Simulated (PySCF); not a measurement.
**Electronic structure of Ir (iridium, neutral) at the UHF level**

Configuration: [Xe] 4f14 5d9, 2D determinant (an excited configuration). Computed with PySCF 2.14 in aug-cc-pwCVTZ-PP with ECP60MDF, with a scalar-relativistic core potential.

```
Total energy                                                  : -103.526037 hartree
One-electron energy                                           : -182.2382 hartree
Hartree (Coulomb) energy                                      : 88.5324 hartree
Exchange energy                                               : -9.8203 hartree
⟨S²⟩                                                          : 0.7584
⟨L²⟩                                                          : 8.117
Sum of ⟨r⟩                                                    : 25.96 bohr
Sum of ⟨r²⟩                                                   : 50.32 bohr²
Traceless quadrupole moment −½Σ⟨3z² − r²⟩ along its main axis : 2.94 e·bohr²
Time after the integrals                                      : roughly 8 core-seconds
```

```json
{"shell": "5s α", "electrons": "1", "mean orbital energy (hartree)": "-4.07514", "spread (hartree)": "0", "rms radius, mean of both spins (bohr)": "1.07"}
{"shell": "5s β", "electrons": "1", "mean orbital energy (hartree)": "-4.02360", "spread (hartree)": "0", "rms radius, mean of both spins (bohr)": "1.07"}
{"shell": "5p α", "electrons": "3", "mean orbital energy (hartree)": "-2.35173", "spread (hartree)": "0.03094", "rms radius, mean of both spins (bohr)": "1.24"}
{"shell": "5p β", "electrons": "3", "mean orbital energy (hartree)": "-2.27825", "spread (hartree)": "0.04805", "rms radius, mean of both spins (bohr)": "1.24"}
{"shell": "5d α", "electrons": "5", "mean orbital energy (hartree)": "-0.33096", "spread (hartree)": "0.05602", "rms radius, mean of both spins (bohr)": "2.08"}
{"shell": "5d β", "electrons": "4", "mean orbital energy (hartree)": "-0.29260", "spread (hartree)": "0.05682", "rms radius, mean of both spins (bohr)": "2.08"}
```

⟨L²⟩ = 8.12 against 6 for a pure D term, so this real determinant mixes terms. Energies and moments cover only the electrons outside the core potential. Spin-orbit coupling, absent here, splits the open shell strongly. The s, p, d and f populations moved away from the nominal configuration during the SCF.
